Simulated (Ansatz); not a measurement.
VBr₄, that is [VBr4]- with one electron fewer. Total charge 0; doublet. Geometry r2SCAN-D4/def2-SVPD, that of the charge -1 triplet.

Cartesian coordinates in Å:
```
V 0.0000 0.0000 0.0000
Br 1.0720 -1.8825 1.0185
Br -1.4675 -0.7584 -1.7326
Br 1.6571 1.4517 -0.9365
Br -1.2617 1.1892 1.6505
```

At PBE-D4/def2-TZVPD the gap within one spin of the charge 0 doublet nearly closes, so an electron or hole may be smeared out by delocalisation error.

**Question.** Estimate the α-spin orbital energies around the gap (eV) in Ansatz with PBE-D4/def2-TZVPD, r2SCAN-D4/def2-TZVPD, PBE0-D4/def2-TZVPD.

**Answer.** 
```json
{"orbital": "HOMO−5", "PBE-D4/def2-TZVPD": "-8.38", "r2SCAN-D4/def2-TZVPD": "-8.73", "PBE0-D4/def2-TZVPD": "-9.72"}
{"orbital": "HOMO−4", "PBE-D4/def2-TZVPD": "-8.38", "r2SCAN-D4/def2-TZVPD": "-8.72", "PBE0-D4/def2-TZVPD": "-9.65"}
{"orbital": "HOMO−3", "PBE-D4/def2-TZVPD": "-7.59", "r2SCAN-D4/def2-TZVPD": "-7.92", "PBE0-D4/def2-TZVPD": "-8.83"}
{"orbital": "HOMO−2", "PBE-D4/def2-TZVPD": "-7.59", "r2SCAN-D4/def2-TZVPD": "-7.92", "PBE0-D4/def2-TZVPD": "-8.76"}
{"orbital": "HOMO−1", "PBE-D4/def2-TZVPD": "-7.57", "r2SCAN-D4/def2-TZVPD": "-7.91", "PBE0-D4/def2-TZVPD": "-8.76"}
{"orbital": "HOMO", "PBE-D4/def2-TZVPD": "-6.04", "r2SCAN-D4/def2-TZVPD": "-6.73", "PBE0-D4/def2-TZVPD": "-8.30"}
{"orbital": "LUMO", "PBE-D4/def2-TZVPD": "-5.96", "r2SCAN-D4/def2-TZVPD": "-6.25", "PBE0-D4/def2-TZVPD": "-5.50"}
{"orbital": "LUMO+1", "PBE-D4/def2-TZVPD": "-5.17", "r2SCAN-D4/def2-TZVPD": "-5.42", "PBE0-D4/def2-TZVPD": "-4.78"}
{"orbital": "LUMO+2", "PBE-D4/def2-TZVPD": "-5.17", "r2SCAN-D4/def2-TZVPD": "-5.42", "PBE0-D4/def2-TZVPD": "-4.78"}
{"orbital": "LUMO+3", "PBE-D4/def2-TZVPD": "-4.84", "r2SCAN-D4/def2-TZVPD": "-4.83", "PBE0-D4/def2-TZVPD": "-4.26"}
{"orbital": "LUMO+4", "PBE-D4/def2-TZVPD": "-0.84", "r2SCAN-D4/def2-TZVPD": "-0.25", "PBE0-D4/def2-TZVPD": "-0.30"}
{"orbital": "LUMO+5", "PBE-D4/def2-TZVPD": "0.07", "r2SCAN-D4/def2-TZVPD": "0.67", "PBE0-D4/def2-TZVPD": "0.49"}
{"orbital": "β HOMO", "PBE-D4/def2-TZVPD": "-7.55", "r2SCAN-D4/def2-TZVPD": "-7.90", "PBE0-D4/def2-TZVPD": "-8.80"}
{"orbital": "β LUMO", "PBE-D4/def2-TZVPD": "-5.35", "r2SCAN-D4/def2-TZVPD": "-5.27", "PBE0-D4/def2-TZVPD": "-4.52"}
```
